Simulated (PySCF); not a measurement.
Job for PySCF: R-M06-2X/def2-TZVPP on GeO (SMILES [O+]#[Ge-]).

```python
from pyscf import gto, dft

mol = gto.M(
    atom='''
    Ge   -0.00918052   -0.01846083   -0.81596873
    O     0.00918052    0.01846083    0.81596873
    ''',
    basis='def2-tzvpp',
    charge=0, spin=0, verbose=4, max_memory=1800)
mf = dft.RKS(mol, xc='m062x').density_fit(auxbasis='def2-universal-jkfit')
mf.grids.level = 4
mf.conv_tol = 1e-9
mf.max_cycle = 150
mf.kernel()
mf.dip_moment()
```

The log:

```
PySCF version 2.14.0

[INPUT] verbose = 4
[INPUT] num. atoms = 2
[INPUT] num. electrons = 40
[INPUT] charge = 0
[INPUT] spin (= nelec alpha-beta = 2S) = 0
[INPUT] symmetry False subgroup None
[INPUT] Mole.unit = angstrom
[INPUT] Symbol           X                Y                Z      unit          X                Y                Z       unit  Magmom
[INPUT]  1 Ge    -0.009180520000  -0.018460830000  -0.815968730000 AA   -0.017348668481  -0.034885912732  -1.541957425909 Bohr   0.0
[INPUT]  2 O      0.009180520000   0.018460830000   0.815968730000 AA    0.017348668481   0.034885912732   1.541957425909 Bohr   0.0

nuclear repulsion = 82.9848843478058
number of shells = 27
number of NR pGTOs = 146
number of NR cGTOs = 79
basis = def2-tzvpp
ecp = {}


******** <class 'pyscf.df.df_jk.DFRKS'> ********
method = DFRKS
initial guess = minao
damping factor = 0
level_shift factor = 0
DIIS = <class 'pyscf.scf.diis.CDIIS'>
diis_start_cycle = 1
diis_space = 8
diis_damp = 0
SCF conv_tol = 1e-09
SCF conv_tol_grad = None
SCF max_cycles = 150
direct_scf = False
XC library pyscf.dft.libxc version 7.1.2
    S. Lehtola, C. Steigemann, M. J. T. Oliveira, and M. A. L. Marques,  SoftwareX 7, 1–5 (2018)
XC functionals = m062x
    Y. Zhao and D. G. Truhlar,  Theor. Chem. Acc. 120, 215 (2008)
    Y. Zhao and D. G. Truhlar,  Theor. Chem. Acc. 120, 215 (2008)
radial grids:
    Treutler-Ahlrichs [JCP 102, 346 (1995); DOI:10.1063/1.469408] (M4) radial grids

becke partition: Becke, JCP 88, 2547 (1988); DOI:10.1063/1.454033
pruning grids: <function nwchem_prune>
grids dens level: 4
symmetrized grids: False
atomic radii adjust function: <function treutler_atomic_radii_adjust>
small_rho_cutoff = 0
Set gradient conv threshold to 3.16228e-05
Initial guess from minao.
tot grids = 58448
******** <class 'pyscf.df.df.DF'> ********
auxbasis = def2-universal-jkfit
init E= -2151.5157830273
  HOMO = -0.326378098706151  LUMO = -0.0699653899168387  gap/eV = 6.97735
cycle= 1 E= -2151.99749573668  delta_E= -0.482  |g|= 1.05  |ddm|= 1.49
  HOMO = -0.149806899858945  LUMO = 0.00510050428827391  gap/eV = 4.21525
cycle= 2 E= -2149.98390562713  delta_E= 2.01  |g|= 2.94  |ddm|= 2.13
  HOMO = -0.359274126356167  LUMO = -0.0560512689734675  gap/eV = 8.25111
cycle= 3 E= -2152.22381305966  delta_E= -2.24  |g|= 0.199  |ddm|= 1.71
  HOMO = -0.349649641028387  LUMO = -0.0426589752795346  gap/eV = 8.35364
cycle= 4 E= -2152.23145976516  delta_E= -0.00765  |g|= 0.121  |ddm|= 0.19
  HOMO = -0.357810246181082  LUMO = -0.0430156273180928  gap/eV = 8.56600
cycle= 5 E= -2152.23291339788  delta_E= -0.00145  |g|= 0.0187  |ddm|= 0.0483
  HOMO = -0.358016923037019  LUMO = -0.0418874906149213  gap/eV = 8.60232
cycle= 6 E= -2152.23297839027  delta_E= -6.5e-05  |g|= 0.00648  |ddm|= 0.0139
  HOMO = -0.358251823653828  LUMO = -0.0418300406554616  gap/eV = 8.61028
cycle= 7 E= -2152.23298731742  delta_E= -8.93e-06  |g|= 0.00137  |ddm|= 0.00457
  HOMO = -0.358369050808408  LUMO = -0.0419001046597953  gap/eV = 8.61156
cycle= 8 E= -2152.23298771492  delta_E= -3.97e-07  |g|= 0.000214  |ddm|= 0.00108
  HOMO = -0.358365295030946  LUMO = -0.0418871192811967  gap/eV = 8.61181
cycle= 9 E= -2152.23298772674  delta_E= -1.18e-08  |g|= 1.97e-05  |ddm|= 0.0002
  HOMO = -0.358365636876966  LUMO = -0.0418890271396976  gap/eV = 8.61177
cycle= 10 E= -2152.23298772685  delta_E= -1.08e-10  |g|= 3.81e-06  |ddm|= 2.48e-05
  HOMO = -0.358364786258697  LUMO = -0.0418889250717738  gap/eV = 8.61175
Extra cycle  E= -2152.23298772685  delta_E= -4.55e-12  |g|= 6.47e-06  |ddm|= 6.99e-06
converged SCF energy = -2152.23298772685
Dipole moment(X, Y, Z, Debye): -0.04201, -0.08448, -3.73426
```

The run converged.

Cost: around 8 core-seconds (rough).
